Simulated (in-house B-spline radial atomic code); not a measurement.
# RPA and G0W0 on LDA exchange-only: the aluminium ion Al²⁺

Configuration [Ne] 3s1, highest spin, mean-field start LDA exchange-only. Computed with a B-spline radial code for spherical atoms: all electrons, scalar-relativistic (spin-free one-electron X2C), finite nucleus, each spin shell either full or empty, empty states to l = 9 with an (l + 1/2)⁻⁴ tail; G0W0 by contour deformation at full frequency.

RPA overbinds a lone outer s electron by self-correlation, and G0W0 tends to as well.

Command:
```bash
python run_gw.py task.json out
```
Settings (radii: box in bohr, nucleus in fm):
```
Z                        13
electrons                11
configuration            [Ne] 3s1
hamiltonian              x2c
method                   lda,
lmax                     9
rms_radius               3.061
spin_polarised           True
box_radius               17.55
intervals                71
ion_configuration        [He] 2s2 2p6
```

Time taken, with all properties: 4 s on 1 thread of Arm Neoverse N1, on a shared host.

Energies (hartree):

```tsv
term	value
mean-field total	-239.95813
Hartree-Fock functional on these orbitals	-241.45171
direct second order	-0.74262
second-order exchange	0.27817
SOSEX correction	0.25083
```

**Question.** What is the RPA correlation energy, and what remains with SOSEX?

**Answer.** RPA gives -0.65199 hartree (-1.61 eV per electron); RPA + SOSEX gives -0.40116, and the second-order doubles -0.46446 hartree (no singles). RPA lacks exchange-type terms and so overcorrelates at short range.

Quasi-particle levels (eV):

```json
{"level": "3s up", "occupied": "yes", "mean field": "-23.841", "Σx - vxc": "-4.39", "Σc": "?", "QP weight": "?", "G0W0": "?"}
{"level": "3s down", "occupied": "no", "mean field": "-20.121", "Σx - vxc": "3.06", "Σc": "-1.85", "QP weight": "0.925", "G0W0": "-18.914"}
```

G0W0 = mean field + (Σx - vxc) + Σc, with Σc (partial-wave tail included) taken at the quasi-particle energy. Only the outer levels were computed. Levels of low weight are left out.

**Question.** Where does G0W0 put 3s up?

**Answer.** At -29.245 eV, with Σc = -1.02 eV and a quasi-particle weight of 0.946. The tabulated removal energy is 28.448 eV (NIST, measured); the calculation leaves out spin-orbit coupling, Breit and QED terms, and what these don't explain is the method's own error.

**Question.** What does it cost to remove one electron (to [He] 2s2 2p6) by differences of total energies, each species on its own start (correlation terms add to the Hartree-Fock functional)?

**Answer.** LDA exchange-only 28.099 eV, Hartree-Fock functional 28.052 eV, + RPA 29.114 eV, + RPA + SOSEX 28.398 eV, + second order 28.525 eV. Tabulated: 28.448 eV (NIST, measured); the calculation leaves out spin-orbit coupling, Breit and QED terms, and what these don't explain is the method's own error.
